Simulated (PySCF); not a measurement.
Structure problem from calculated spectra and properties.

Formula: C7H5F3S.

* Rotational structure: rotational constants A, B, C: 2.095, 0.614, 0.598 GHz [GFN2-xTB]
* 1H NMR: chemical shifts (computed TMS as zero) by class: 8.21 (2 H), 7.83 (1 H), 7.76 (2 H) ppm [GIAO PBE0/pcSseg-1]
* Dipole: 2.59 D [PBE0/pcSseg-1]
* NMR, other nuclei: isotropic shieldings of nuclei other than C and H, by class: 229 (3 F), 335 (1 S) ppm [GIAO PBE0/pcSseg-1]
* 13C NMR: chemical shifts (computed TMS as zero) by class: 144.5 (2 C), 141.7 (1 C), 136.7 (1 C), 135.0 (2 C), 134.5 (1 C) ppm [GIAO PBE0/pcSseg-1]

Electronic properties: PySCF, gas phase, density fitting. Levels stand in brackets. Isolated species at its GFN2-xTB geometry (one conformer only). NMR values are class means; diastereotopic atoms form classes of their own.

Q: Give a SMILES that accounts for the data.

A: Numbering: `[F:1][C:2]([F:3])([F:4])[S:5][c:6]1[cH:7][cH:8][cH:9][cH:10][cH:11]1`. Its formula, C7H5F3S, gives 4 degrees of unsaturation: 1 ring and 3 π bonds in the structure found (Kekulé form). 7 carbons fall into 5 classes; from least to most shielded: aromatic CH carbon [C7/C11] (144.5 ppm, 2 C), CF3 carbon [C2] (141.7 ppm), aromatic CH carbon [C9] (136.7 ppm), aromatic CH carbon [C8/C10] (135.0 ppm, 2 C), substituted aromatic carbon [C6] (134.5 ppm). Hydrogen classes from least to most shielded: 2 H on the ortho carbons, C7/C11 (8.21 ppm), 1 H on the para carbon, C9 (7.83 ppm), 2 H on the meta carbons, C8/C10 (7.76 ppm). The other shieldings belong to: 229 ppm, fluorine of a CF3 group [F1/F3/F4]; 335 ppm, sulfide sulfur [S5]. By its constants the optimised geometry is an asymmetric top. Structure: phenyl trifluoromethyl sulfide (`FC(F)(F)Sc1ccccc1`). The assignments are read from this structure; whether some other isomer fits the data as well wasn't checked.

Conformer computed: `[F:1][C:2]([F:3])([F:4])[S:5][c:6]1[cH:7][cH:8][cH:9][cH:10][cH:11]1`: F1–C2–S5–C6 63°, C2–S5–C6–C7 -89°.
